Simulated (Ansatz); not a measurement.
Born–Oppenheimer molecular dynamics of F$_{3}$HOZr (6 atoms, charge 0, multiplicity 1). It starts from a relaxed structure.

Method: RKS PBE0-D4/def2-SVP (Ansatz).

```json
{"ensemble": "NVT, Langevin thermostat", "time step": "0.5 fs", "steps asked": "59", "set temperature": "1000 K", "friction": "0.05 /fs", "seed": "405037"}
```

First frame:

```xyz
6
Properties=species:S:1:pos:R:3
Zr -0.085 -0.025 -0.049
O -0.349 -0.106 1.829
H -0.486 -0.154 2.774
F 1.781 -0.002 -0.435
F -0.891 1.555 -0.745
F -0.877 -1.549 -0.875
```

Q: What does the run give?

A: All steps were run.

| Property | Result |
| --- | --- |
| steps done | 59 |
| time covered | 29.5 fs |
| mean temperature over the second half | 803 K |
| spread of the potential energy over the second half | 12.5 meV per atom |
| mean potential energy of the second half above the start | 61.7 meV per atom |

The mean temperature of the second half is 20 % below the set value. A run of 0.029 ps of so small a system gives no equilibrium averages.

Q: What happens to the structure?

A: The same pairs are bonded in the first frame and the last. Pairs count as bonded within 1.25 times the sum of covalent radii (0.12 Å more for H–H). Another seed would give other details.

Q: How do temperature and energy run in time?

A: 
| time (fs) | T (K) | potential energy less start (eV) |
| --- | --- | --- |
| 0.0 | 833 | 0.000 |
| 2.5 | 699 | 0.221 |
| 5.0 | 956 | 0.051 |
| 7.5 | 935 | 0.135 |
| 10.0 | 1179 | 0.325 |
| 12.5 | 1031 | 0.237 |
| 15.0 | 702 | 0.314 |
| 17.5 | 855 | 0.310 |
| 20.0 | 785 | 0.392 |
| 22.5 | 835 | 0.377 |
| 25.0 | 933 | 0.280 |
| 27.5 | 774 | 0.523 |

Run time: 120 s on 2 threads of Intel(R) Xeon(R) Platinum 8488C (Sapphire Rapids), on a shared host, peak memory 0.21 GiB.
